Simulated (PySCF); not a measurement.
A GIAO shielding run with PySCF (density fitting, non-relativistic, gas phase) on SMILES [SiH2](NC)C(=O)[SiH2][C@H](C)[SiH3], C₄H₁₅NOSi₃:

```
$ OMP_NUM_THREADS=1 python probes_run.py task.json out

{"job": {"kind": "nmr", "xc": "PBE0", "basis": "pcSseg-1"}, "charge": 0, "multiplicity": 1}
C     -3.596427     0.283815     0.258071
N     -2.837785    -0.526547    -0.669980
Si    -1.666937    -1.683093    -0.173236
C     -0.607093    -0.693202     1.101653
O     -0.534944    -1.087140     2.253040
Si     0.367977     0.890555     0.585217
C      1.742824     0.281778    -0.585736
C      2.538867    -0.859196     0.052741
Si     2.901718     1.676498    -1.167037
H     -4.511405    -0.211457     0.599997
H     -3.870809     1.230812    -0.211502
H     -2.977757     0.494344     1.128574
H     -3.367001    -0.716830    -1.507943
H     -2.143007    -2.900548     0.495031
H     -0.903739    -1.993900    -1.381731
H      0.913007     1.502231     1.798837
H     -0.544374     1.802442    -0.110212
H      1.245935    -0.118273    -1.476333
H      1.886324    -1.688811     0.327197
H      3.042829    -0.519906     0.955888
H      3.297875    -1.239052    -0.630854
H      3.885505     1.127134    -2.106136
H      3.608544     2.254247    -0.022835
H      2.118138     2.713863    -1.838225
```

Hardware: 1 thread of an AMD EPYC, shared host. The job also computes population analyses, field gradients.

**Question.** How large is the calculation?

**Answer.** 96 electrons, 249 basis functions and 1358 auxiliary functions.

**Question.** How long does it take, and how much memory does it need?

**Answer.** 3.6 min of wall time, with 14 SCF cycles and 5 response iterations; peak memory 1.2 GiB. Times on a shared host scatter by some tens of per cent.
